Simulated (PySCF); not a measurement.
## Where the electron goes

Compound: C7H6.
Structure used (GFN2-xTB), in Å, numbered top down from 1:
```
atom  x, y, z in Å
C1    -3.647    0.747   -0.335
C2    -2.868   -0.331   -0.394
C3    -1.467   -0.281   -0.324
C4    -0.257   -0.255   -0.257
C5     1.095   -0.219   -0.186
C6     2.301   -0.187   -0.121
C7     3.740   -0.147   -0.049
H8    -4.719    0.669   -0.388
H9    -3.234    1.737   -0.231
H10   -3.294   -1.322   -0.501
H11    4.128   -1.118    0.264
H12    4.060    0.609    0.670
H13    4.156    0.099   -1.026
```

Computed with TDDFT PBE0/def2-SVPD, vertical, gas phase, core orbitals frozen in the response (PySCF 2.14.0, density-fitted response routines).

Kohn–Sham orbitals with the atoms that hold most of them (Löwdin shares over 4%, at most four atoms; ? is withheld):

```csv
orbital,ε (eV),atoms
HOMO-3,-9.60,"C4 29%, C5 28%, C3 16%, C6 14%"
HOMO-2,-8.70,"C5 21%, C2 21%, C1 17%, C6 15%"
HOMO-1,-6.93,?
HOMO,-6.53,?
LUMO,?,"C1 25%, C2 17%, C4 14%, C3 12%"
LUMO+1,-0.31,"C3 20%, C6 20%, C4 18%, C5 16%"
LUMO+2,0.71,"C7 34%, C6 19%, C5 10%, H12 10%"
```

(1) Which atoms hold the HOMO-1, and with what shares?

(2) Give the leading atoms of the HOMO.

(3) What is the LUMO energy, and the HOMO–LUMO gap?

## Answers

(1) C6 (bonded to 2 C) 24%; C3 (bonded to 2 C) 23%; C5 (bonded to 2 C) 20%; C4 (bonded to 2 C) 19%.

(2) C3 (bonded to 2 C) 18%; C6 (bonded to 2 C) 17%; C4 (bonded to 2 C) 17%; C1 (bonded to C and 2 H) 16%.

(3) ε(LUMO) = -1.36 eV; the gap is 5.17 eV (0.1900 hartree).

How does S1 compare with the orbital gap of 5.17 eV?

S1 is at 4.04 eV (f = 0.0001), 1.13 eV below the gap, made of HOMO-1→LUMO (96%). Its leading pair isn't HOMO and LUMO; the energies of that pair differ by 5.57 eV. 

Give energy, strength and leading configuration of S1, S2 and S3, and follow the Löwdin shares of the leading atoms from the occupied to the empty orbital.

- S1 (4.04 eV, f 0.0001), HOMO-1→LUMO (96%): C6 24% → at most 13%, C3 23% → 12%, C1 at most 16% → 25%, C2 at most 16% → 17%
- S2 (4.40 eV, f 0.196), HOMO→LUMO (72%): C3 18% → 12%, C6 17% → at most 13%, C1 16% → 25%, C2 at most 17% → 17%
- S3 (4.59 eV, f 0.0003), HOMO→LUMO+1 (96%): C3 18% → 20%, C6 17% → 20%

The run took 25 s wall (grids of density and orbitals included) on one thread, Arm Neoverse V1 (aarch64), shared host, and the process peaked at 0.75 GiB of memory.
